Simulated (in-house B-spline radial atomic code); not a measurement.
Ionisation energies with and without relativity, with size and susceptibility from the Dirac run. Dirac energy differences include first-order Breit, QED and recoil terms. NIST's values go from ground level to ground level; the uncertainty of those that are theory runs from under 0.1 % in few-electron ions to several per cent in heavy many-electron ones. Computed with an all-electron radial atomic-structure program (B-spline basis): non-relativistic Hartree-Fock and Dirac-Hartree-Fock, averages of the configuration (point nuclei without relativity, finite nuclei with it).

```
 ion      configuration  configuration after  ionisation non-relativistic (eV)  ionisation Dirac Breit and QED (eV)  tabulated value (eV)  radius at density 0.001 (bohr)  diamagnetic susceptibility (10⁻⁶ cm³/mol)
 C3+           [He] 2s1                  1s2                             64.35                                64.37              64.49352                            2.45                                    -1.6652
Ni3+           [Ar] 3d7             [Ar] 3d6                                 ?                                    ?                     ?                               ?                                          ?
Sn3+      [Kr] 4d10 5s1            [Kr] 4d10                             37.84                                39.25                 40.74                            3.36                                    -22.274
Te3+  [Kr] 4d10 5s2 5p1        [Kr] 4d10 5s2                                 ?                                    ?                     ?                               ?                                          ?
Yb3+          [Xe] 4f13            [Xe] 4f12                             47.78                                41.74                 43.61                           3.063                                    -25.371
```

Q: Fill in the row of Ni3+.

A: ionisation non-relativistic (eV): 55.48; ionisation Dirac Breit and QED (eV): 55.12; tabulated value (eV): 54.92; radius at density 0.001 (bohr): 2.618; diamagnetic susceptibility (10⁻⁶ cm³/mol): -10.125.

Q: Fill in the row of Te3+.

A: ionisation non-relativistic (eV): 35.81; ionisation Dirac Breit and QED (eV): 36.04; tabulated value (eV): 37.4155; radius at density 0.001 (bohr): 3.648; diamagnetic susceptibility (10⁻⁶ cm³/mol): -26.229.
